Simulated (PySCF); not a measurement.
Al(Cl)(OH)(SeH) (AlClH₂OSe), SMILES [Cl][Al]([OH])[SeH].

Coordinates come from a r2SCAN-D4/def2-SVP optimisation. The structure was generated by enumeration; whether it is a known compound was not checked. The values are those of a single conformer.

Calculation: r2SCAN-D4/def2-SVP run with PySCF.

Frequencies are harmonic and unscaled.

Computed normal modes with their intensities:
```json
[
 {"mode": "1", "ν (cm⁻¹)": "111", "IR (km/mol)": "3.2", "moving atoms (share of kinetic energy)": "Cl 45 %, Se 21 %, Al 19 %, O 12 %"},
 {"mode": "2", "ν (cm⁻¹)": "177", "IR (km/mol)": "14.9", "moving atoms (share of kinetic energy)": "O 57 %, Se 15 %, H 14 %, Cl 12 %"},
 {"mode": "3", "ν (cm⁻¹)": "209", "IR (km/mol)": "8.4", "moving atoms (share of kinetic energy)": "Al 69 %, H 13 %, O 10 %"},
 {"mode": "4", "ν (cm⁻¹)": "242", "IR (km/mol)": "32.7", "moving atoms (share of kinetic energy)": "H 89 %"},
 {"mode": "5", "ν (cm⁻¹)": "324", "IR (km/mol)": "129.9", "moving atoms (share of kinetic energy)": "H 89 %, O 10 %"},
 {"mode": "6", "ν (cm⁻¹)": "348", "IR (km/mol)": "19.2", "moving atoms (share of kinetic energy)": "Al 29 %, Cl 26 %, Se 23 %, O 15 %"},
 {"mode": "7", "ν (cm⁻¹)": "515", "IR (km/mol)": "84.2", "moving atoms (share of kinetic energy)": "H 55 %, O 18 %, Al 13 %, Cl 13 %"},
 {"mode": "8", "ν (cm⁻¹)": "569", "IR (km/mol)": "94.5", "moving atoms (share of kinetic energy)": "H 68 %, Al 17 %"},
 {"mode": "9", "ν (cm⁻¹)": "611", "IR (km/mol)": "184.0", "moving atoms (share of kinetic energy)": "H 48 %, Al 38 %, Cl 9 %"},
 {"mode": "10", "ν (cm⁻¹)": "901", "IR (km/mol)": "97.9", "moving atoms (share of kinetic energy)": "O 48 %, Al 44 %"},
 {"mode": "11", "ν (cm⁻¹)": "2432", "IR (km/mol)": "2.5", "moving atoms (share of kinetic energy)": "H 99 %"},
 {"mode": "12", "ν (cm⁻¹)": "3937", "IR (km/mol)": "130.2", "moving atoms (share of kinetic energy)": "H 94 %"}
]
```
